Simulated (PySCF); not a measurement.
## Electron correlation in Si⁺ (silicon, charge +1)

[Ne] 3s1 3p2, high-spin 4P determinant (an excited configuration). All numbers are calculated (PySCF 2.14, no relativity, point nucleus, in dyall-acv3z (19s12p6d4f, 113 functions)). Frozen: [Ne]; 3 electrons correlated; the 23 highest virtual orbitals of each spin left out.

| level | correlation energy (mhartree) |
| --- | --- |
| CCSD | -15.47 |
| (T) | -0.11 |
| CCSD(T) | -15.58 |

Diagnostics: T1 = 0.0029, D1 = 0.0066, largest double amplitude 0.040.

Cost of the coupled-cluster step: roughly 5 core-seconds, for 3 correlated electrons.

Iterations:

```
CC2 = 0
CCSD nocc = (np.int64(3), np.int64(0)), nmo = (85, 85)
frozen orbitals [[0, 1, 2, 3, 4, 90, 91, 92, 93, 94, 95, 96, 97, 98, 99, 100, 101, 102, 103, 104, 105, 106, 107, 108, 109, 110, 111, 112], [0, 1, 2, 3, 4, 90, 91, 92, 93, 94, 95, 96, 97, 98, 99, 100, 101, 102, 103, 104, 105, 106, 107, 108, 109, 110, 111, 112]]
max_cycle = 100
direct = 0
conv_tol = 1e-08
conv_tol_normt = 1e-06
diis_space = 8
diis_start_cycle = 0
Init t2, MP2 energy = -0.0101985903384478
Init E_corr(UCCSD) = -0.010198590351388
cycle = 1  E_corr(UCCSD) = -0.0134789904024099  dE = -0.00328040005  norm(t1,t2) = 0.0277732
cycle = 2  E_corr(UCCSD) = -0.0146743610147373  dE = -0.00119537061  norm(t1,t2) = 0.0113471
cycle = 3  E_corr(UCCSD) = -0.0154778008156824  dE = -0.000803439801  norm(t1,t2) = 0.00486147
cycle = 4  E_corr(UCCSD) = -0.0154687031698035  dE = 9.09764588e-06  norm(t1,t2) = 0.000416365
cycle = 5  E_corr(UCCSD) = -0.0154702599149767  dE = -1.55674517e-06  norm(t1,t2) = 5.67823e-05
cycle = 6  E_corr(UCCSD) = -0.015469825142009  dE = 4.34772968e-07  norm(t1,t2) = 8.14992e-06
cycle = 7  E_corr(UCCSD) = -0.0154700453458977  dE = -2.20203889e-07  norm(t1,t2) = 1.27886e-06
cycle = 8  E_corr(UCCSD) = -0.0154699822093579  dE = 6.31365397e-08  norm(t1,t2) = 3.15749e-07
cycle = 9  E_corr(UCCSD) = -0.0154699881786812  dE = -5.96932325e-09  norm(t1,t2) = 6.7981e-08
UCCSD converged
E(UCCSD) = -288.4512706737712  E_corr = -0.0154699881786812
UCCSD(T) correction = -0.000113209245924944
```
